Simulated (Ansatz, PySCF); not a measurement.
Ga(H)(Cl)(OMe) (CH4ClGaO), SMILES C[O][GaH][Cl]. Atoms are numbered in the order given.

```xyz
8

Ga    -0.3799    -0.0115     0.1821
H     -1.7867    -0.4034     0.7071
Cl     0.5333     1.8786     0.5796
O      0.6323    -1.0787    -0.8045
C      0.2759    -2.3687    -1.2096
H      0.2720    -2.4360    -2.3118
H      1.0103    -3.1035    -0.8353
H     -0.7235    -2.6881    -0.8542
```
Charge 0, spin multiplicity 1.

Geometry optimised at PBE0-D3(BJ)/def2-SVP. The structure was generated by enumeration; whether it is a known compound was not checked. Other conformers were not sampled.

Two levels are set side by side: PBE-D3(BJ)/def2-SVP (Ansatz, a first-principles code) and PBE0-D3(BJ)/def2-SVP (Ansatz). Each level has its own optimised geometry; the coordinates shown are those of the second. Frequencies come from the Hessian of PySCF at each geometry. Differences are taken from unrounded values.

| quantity | PBE0-D3(BJ) |
|---|---|
| mean bond length (Å) | 1.453 |
| bond Ga1–Cl3 (Å) | 2.136 |
| bond Ga1–O4 (Å) | 1.771 |
| bond O4–C5 (Å) | 1.398 |
| bond Ga1–H2 (Å) | 1.552 |
| bond C5–H6 (Å) | 1.104 |
| bond C5–H7 (Å) | 1.104 |
| bond C5–H8 (Å) | 1.108 |
| highest harmonic wavenumber (cm⁻¹) | 3103 |
| mean harmonic wavenumber (cm⁻¹) | 1215 |
| zero-point energy (kcal/mol) | 31.26 |

Q: What does PBE-D3(BJ) give, and how far is it from PBE0-D3(BJ)? (The exact figures need the calculation; the answer reports its results.)

A: 
```tsv
quantity	PBE-D3(BJ)	PBE-D3(BJ) minus PBE0-D3(BJ)
mean bond length (Å)	1.467	0.013
bond Ga1–Cl3 (Å)	2.152	0.016
bond Ga1–O4 (Å)	1.794	0.022
bond O4–C5 (Å)	1.414	0.016
bond Ga1–H2 (Å)	1.563	0.012
bond C5–H6 (Å)	1.113	0.009
bond C5–H7 (Å)	1.113	0.009
bond C5–H8 (Å)	1.117	0.009
highest harmonic wavenumber (cm⁻¹)	3003	-100
mean harmonic wavenumber (cm⁻¹)	1169	-45
zero-point energy (kcal/mol)	30.09	-1.17
```

Exact exchange shortens and stiffens bonds; PBE has none. Differences between two approximate levels are no errors against the true value.
